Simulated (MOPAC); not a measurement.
A run for MOPAC: AM1 on C4H10 (SMILES CCCC), a point of a torsion scan.

```
AM1 1SCF PRECISE CHARGE=0 THREADS=1
C4H10

C     -1.53835075 1    -0.25570659 1     0.45757466 1
C     -0.74172494 1     0.55055125 1    -0.56104876 1
C      0.69811336 1     0.05128895 1    -0.69031166 1
C      1.34467037 1     0.49871767 1    -1.99571047 1
H     -1.06721215 1    -0.20709454 1     1.43737759 1
H     -1.59383235 1    -1.29958109 1     0.15661622 1
H     -2.55136252 1     0.13061647 1     0.54512297 1
H     -0.74167061 1     1.60585382 1    -0.28135072 1
H     -1.23376830 1     0.46859940 1    -1.53366825 1
H      0.69856720 1    -1.04125942 1    -0.65650611 1
H      1.28813152 1     0.40596655 1     0.15701786 1
H      1.34978458 1     1.58458630 1    -2.06807414 1
H      0.79594329 1     0.10221681 1    -2.84713532 1
H      2.37213176 1     0.14671639 1    -2.05534884 1
```

It printed:

```
*******************************************************************************
 **                                                                           **
 **                              MOPAC v23.2.5                                **
 **                                                                           **
 *******************************************************************************
 ** MOPAC's Digital Object Identifier: https://doi.org/10.5281/zenodo.6511958 **
 **                                                                           **
 ** Please cite the open-source release paper for use of this MOPAC version:  **
 ** J. E. Moussa and J. J. P. Stewart (2026)                                  **
 ** MOPAC: An open-source semiempirical molecular orbital program             **
 ** J. Open Source Softw., 11(119), 8025, https://doi.org/10.21105/joss.08025 **
 *******************************************************************************

                              AM1 CALCULATION RESULTS

 *******************************************************************************
 *  AM1        - The AM1 Hamiltonian to be used
 *
 *
 *
 *                 CHARGE ON SYSTEM = 0
 *
 *
 *
 *  PRECISE    - TIGHTER CRITERIA TO BE USED
 *  1SCF       - DO 1 SCF AND THEN STOP
 *  THREADS=1  - MULTI-THREADING NOT USED
 *  T=         - A TIME OF 172800.0 SECONDS REQUESTED
 *  DUMP=N     - RESTART FILE WRITTEN EVERY 7200.0 SECONDS REQUESTED
 *******************************************************************************
AM1 1SCF PRECISE CHARGE=0 THREADS=1
 C4H10

   ATOM   CHEMICAL          X               Y               Z
  NUMBER   SYMBOL      (ANGSTROMS)     (ANGSTROMS)     (ANGSTROMS)

     1       C         -1.53835075  *  -0.25570659  *   0.45757466  *
     2       C         -0.74172494  *   0.55055125  *  -0.56104876  *
     3       C          0.69811336  *   0.05128895  *  -0.69031166  *
     4       C          1.34467037  *   0.49871767  *  -1.99571047  *
     5       H         -1.06721215  *  -0.20709454  *   1.43737759  *
     6       H         -1.59383235  *  -1.29958109  *   0.15661622  *
     7       H         -2.55136252  *   0.13061647  *   0.54512297  *
     8       H         -0.74167061  *   1.60585382  *  -0.28135072  *
     9       H         -1.23376830  *   0.46859940  *  -1.53366825  *
    10       H          0.69856720  *  -1.04125942  *  -0.65650611  *
    11       H          1.28813152  *   0.40596655  *   0.15701786  *
    12       H          1.34978458  *   1.58458630  *  -2.06807414  *
    13       H          0.79594329  *   0.10221681  *  -2.84713532  *
    14       H          2.37213176  *   0.14671639  *  -2.05534884  *



          CARTESIAN COORDINATES

    NO.       ATOM           X           Y           Z

     1         C         -1.5384     -0.2557      0.4576
     2         C         -0.7417      0.5506     -0.5610
     3         C          0.6981      0.0513     -0.6903
     4         C          1.3447      0.4987     -1.9957
     5         H         -1.0672     -0.2071      1.4374
     6         H         -1.5938     -1.2996      0.1566
     7         H         -2.5514      0.1306      0.5451
     8         H         -0.7417      1.6059     -0.2814
     9         H         -1.2338      0.4686     -1.5337
    10         H          0.6986     -1.0413     -0.6565
    11         H          1.2881      0.4060      0.1570
    12         H          1.3498      1.5846     -2.0681
    13         H          0.7959      0.1022     -2.8471
    14         H          2.3721      0.1467     -2.0553

  H: (AM1): M.J.S. DEWAR ET AL, J. AM. CHEM. SOC. 107 3902-3909 (1985)
  C: (AM1): M.J.S. DEWAR ET AL, J. AM. CHEM. SOC. 107 3902-3909 (1985)

           Empirical Formula: C4 H10  =    14 atoms



      MOLECULAR POINT GROUP   :   C2


      RHF CALCULATION, NO. OF DOUBLY OCCUPIED LEVELS = 13


 -------------------------------------------------------------------------------
 AM1 1SCF PRECISE CHARGE=0 THREADS=1
 C4H10



     1SCF WAS SPECIFIED, SO BFGS WAS NOT USED
     SCF FIELD WAS ACHIEVED


                              AM1 CALCULATION
                                                       MOPAC v23.2.5 Linux




          FINAL HEAT OF FORMATION =        -27.03606 KCAL/MOL =    -113.11887 KJ/MOL


          COSMO AREA              =        115.84 SQUARE ANGSTROMS
          COSMO VOLUME            =        100.80 CUBIC ANGSTROMS

          IONIZATION POTENTIAL    =         11.336382 EV
          HOMO LUMO ENERGIES (EV) =        -11.336  3.908
          NO. OF FILLED LEVELS    =         13
          MOLECULAR WEIGHT        =         58.1230         POINT GROUP:  C2

          MOLECULAR DIMENSIONS (Angstroms)

            Atom       Atom       Distance
            H    14    H     7     5.56808
            H     6    H    12     2.93405
            H    11    H    13     2.88871


          SCF CALCULATIONS        =          1





   ATOM   CHEMICAL          X               Y               Z
  NUMBER   SYMBOL      (ANGSTROMS)     (ANGSTROMS)     (ANGSTROMS)

     1       C         -1.53835075  *  -0.25570659  *   0.45757466  *
     2       C         -0.74172494  *   0.55055125  *  -0.56104876  *
     3       C          0.69811336  *   0.05128895  *  -0.69031166  *
     4       C          1.34467037  *   0.49871767  *  -1.99571047  *
     5       H         -1.06721215  *  -0.20709454  *   1.43737759  *
     6       H         -1.59383235  *  -1.29958109  *   0.15661622  *
     7       H         -2.55136252  *   0.13061647  *   0.54512297  *
     8       H         -0.74167061  *   1.60585382  *  -0.28135072  *
     9       H         -1.23376830  *   0.46859940  *  -1.53366825  *
    10       H          0.69856720  *  -1.04125942  *  -0.65650611  *
    11       H          1.28813152  *   0.40596655  *   0.15701786  *
    12       H          1.34978458  *   1.58458630  *  -2.06807414  *
    13       H          0.79594329  *   0.10221681  *  -2.84713532  *
    14       H          2.37213176  *   0.14671639  *  -2.05534884  *

                             CARTESIAN COORDINATES

   1    C       -1.538350750    -0.255706590     0.457574660
   2    C       -0.741724940     0.550551250    -0.561048760
   3    C        0.698113360     0.051288950    -0.690311660
   4    C        1.344670370     0.498717670    -1.995710470
   5    H       -1.067212150    -0.207094540     1.437377590
   6    H       -1.593832350    -1.299581090     0.156616220
   7    H       -2.551362520     0.130616470     0.545122970
   8    H       -0.741670610     1.605853820    -0.281350720
   9    H       -1.233768300     0.468599400    -1.533668250
  10    H        0.698567200    -1.041259420    -0.656506110
  11    H        1.288131520     0.405966550     0.157017860
  12    H        1.349784580     1.584586300    -2.068074140
  13    H        0.795943290     0.102216810    -2.847135320
  14    H        2.372131760     0.146716390    -2.055348840


           Empirical Formula: C4 H10  =    14 atoms



      MOLECULAR POINT GROUP   :   C2


                  EIGENVALUES
 -36.34558 -31.04237 -24.81130 -21.84127 -16.21837 -14.75855 -14.66519 -14.00605
 -12.83705 -12.35780 -11.93060 -11.62459 -11.33638   3.90847   4.01946   4.27396
   4.46440   4.64245   4.83180   4.90420   4.99568   5.14067   5.23146   5.32902
   5.38200   5.51776


              NET ATOMIC CHARGES AND DIPOLE CONTRIBUTIONS

  ATOM NO.   TYPE          CHARGE      No. of ELECS.   s-Pop       p-Pop
    1          C          -0.207603        4.2076     1.21462     2.99299
    2          C          -0.158095        4.1581     1.21290     2.94520
    3          C          -0.158094        4.1581     1.21290     2.94520
    4          C          -0.207602        4.2076     1.21462     2.99298
    5          H           0.070271        0.9297     0.92973
    6          H           0.070610        0.9294     0.92939
    7          H           0.071167        0.9288     0.92883
    8          H           0.077514        0.9225     0.92249
    9          H           0.076136        0.9239     0.92386
   10          H           0.076136        0.9239     0.92386
   11          H           0.077515        0.9225     0.92248
   12          H           0.070266        0.9297     0.92973
   13          H           0.070614        0.9294     0.92939
   14          H           0.071165        0.9288     0.92884
 DIPOLE           X         Y         Z       TOTAL
 POINT-CHG.    -0.003    -0.006    -0.005     0.008
 HYBRID        -0.003    -0.006    -0.005     0.008
 SUM           -0.005    -0.012    -0.010     0.016


          ATOMIC ORBITAL ELECTRON POPULATIONS

     Atom    s        px        py        pz
    1  C   1.21462   0.99844   1.00218   0.99237
    2  C   1.21290   0.95186   0.99748   0.99586
    3  C   1.21290   0.95683   1.01123   0.97714
    4  C   1.21462   1.00497   1.01477   0.97324
    5  H   0.92973
    6  H   0.92939
    7  H   0.92883
    8  H   0.92249
    9  H   0.92386
   10  H   0.92386
   11  H   0.92248
   12  H   0.92973
   13  H   0.92939
   14  H   0.92884

 **********************
 *                    *
 * JOB ENDED NORMALLY *
 *                    *
 **********************




 == MOPAC DONE ==
```

The run finished.

Cost: very roughly 0.020 core-seconds.
